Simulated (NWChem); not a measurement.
# BaCl₂; SMILES [Cl][Ba][Cl]

```xyz
3

Ba     0.0000     0.0000     0.4081
Cl     2.4226     0.0000    -0.9044
Cl    -2.4226     0.0000    -0.9044
```
Atoms are numbered in this order, from 1.

Level: PBE-D3(BJ)/def2-SVP with def2 effective core potentials on Ba (NWChem), optimised geometry, unscaled harmonic frequencies. def2 effective core potentials on Ba; no spin-orbit coupling.

Question: List the harmonic frequencies with IR intensities, and the thermochemistry.

Answer: 
```tsv
frequency (cm⁻¹)	IR intensity (km/mol)
47	12.8
277	17.3
294	88.3
```

```
Quantity                                                                            Value
-----------------------------------------------------------------------  ----------------
zero-point energy                                                            0.9 kcal/mol
thermal correction to the enthalpy at 298.15 K (with zero-point energy)      4.3 kcal/mol
heat capacity Cv                                                         11.3 cal/(mol K)
entropy at 298.15 K and 1 atm (symmetry number 2)                        76.5 cal/(mol K)
```

Rigid rotor and harmonic oscillator; modes under 100 cm⁻¹ make the entropy uncertain.
